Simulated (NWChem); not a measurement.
# CH3ClO2Si; SMILES O=CO[SiH2]Cl

```xyz
8

O      1.1105    -1.8109     0.4615
C      0.2271    -1.9210    -0.3482
O     -0.7480    -1.0055    -0.5606
Si    -0.8488     0.4136     0.3678
Cl     0.6129     1.7621    -0.1790
H      0.0951    -2.7803    -1.0210
H     -0.7361     0.1182     1.8074
H     -2.1588     0.9720    -0.0107
```
Atoms are numbered in this order, from 1.

Program: NWChem. Medium grid unless said otherwise, to which SCAN and Minnesota functionals are sensitive. Geometry: optimised at B3LYP/6-31G* (spherical d). Total energies of different functionals are on different scales.

```tsv
level	energy (Ha)	highest occupied level (eV)	orbital gap (eV)	dipole (D)
PBE/def2-TZVP	-939.7081	-7.09	5.16	2.00
B3LYP/def2-TZVP	-940.2882	-8.50	7.44	2.14
BLYP/def2-TZVP	-940.2129	-7.00	5.19	2.02
M06-2X/def2-TZVP	-940.1437	-10.40	10.68	2.24
TPSSh/def2-TZVP	-940.2860	?	?	2.11
```

Q: Complete the blanks.

A: 
- TPSSh/def2-TZVP, highest occupied level (eV): -7.85
- TPSSh/def2-TZVP, orbital gap (eV): 6.56
